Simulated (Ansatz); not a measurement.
`P[NH][ZnH]` + `N=C(F)F` → `FC(F)=NP` + `[NH2][ZnH]` at 500 K and 1 bar (ligand exchange at a P–N bond).

Computed with Ansatz on PBE0-D4/def2-TZVP structures; ΔE is electronic, products minus reactants. CCSD(T)/CBS adds triple-zeta CCSD(T) − MP2 to the extrapolated MP2 energy (def2 sets, frozen cores). For Zn outer-core shells are correlated without core-valence functions, which leaves a few kJ/mol of doubt a bond. Scalar relativity is left out up to krypton. Each species was taken in one conformer, which may not be the lowest.

```json
{"species": "`P[NH][ZnH]`", "CCSD(T)/CBS energy (Eh)": "-2176.41496", "H − E (kJ/mol)": "140.0", "S (J/(mol·K))": "359.7"}
{"species": "`N=C(F)F`", "CCSD(T)/CBS energy (Eh)": "-292.91376", "H − E (kJ/mol)": "92.9", "S (J/(mol·K))": "298.1"}
{"species": "`FC(F)=NP`", "CCSD(T)/CBS energy (Eh)": "-634.44314", "H − E (kJ/mol)": "125.5", "S (J/(mol·K))": "363.1"}
{"species": "`[NH2][ZnH]`", "CCSD(T)/CBS energy (Eh)": "-1834.88092", "H − E (kJ/mol)": "106.3", "S (J/(mol·K))": "294.3"}
```

H − E and S are ideal-gas, rigid-rotor, harmonic terms from PBE0-D4/def2-TZVP, for one conformer and one mirror image of each species. 1 Eh = 2625.50 kJ/mol, R = 8.31446 J/(mol·K).

**Question.** By hand: ΔE, ΔH, ΔS and ΔG.

**Answer.** ΔE = (-634.44314) + (-1834.88092) − (-2176.41496) − (-292.91376) = 0.00466 Eh = 12.2 kJ/mol. Δ(H − E) = 125.5 + 106.3 − 140.0 − 92.9 = -1.1, so ΔH = 11.1 kJ/mol. ΔS = 363.1 + 294.3 − 359.7 − 298.1 = -0.4 J/(mol·K). ΔG = 11.1 − 500 × (-0.4)/1000 = 11.3 kJ/mol.

**Question.** By hand: the equilibrium constant, and the temperature at which ΔG would vanish if ΔH and ΔS stayed fixed.

**Answer.** log₁₀ K = −ΔG/(RT ln 10) = -1.2. ΔH and −TΔS have one sign here, so there is no such temperature. One of them is within its doubt of zero, so this could turn.

The number of gas molecules stays the same, so ΔS is small and ΔH decides. A doubt of 5 kJ/mol in ΔE shifts log₁₀ K by 0.5 here. Other conformers and mirror images would add mixing entropy, several J/(mol·K) or more a flexible species. These are equilibria of isolated gas molecules and say nothing of rates. Largest T1 diagnostic: 0.016 (customary marks: 0.02 for closed shells, 0.045 for open ones).
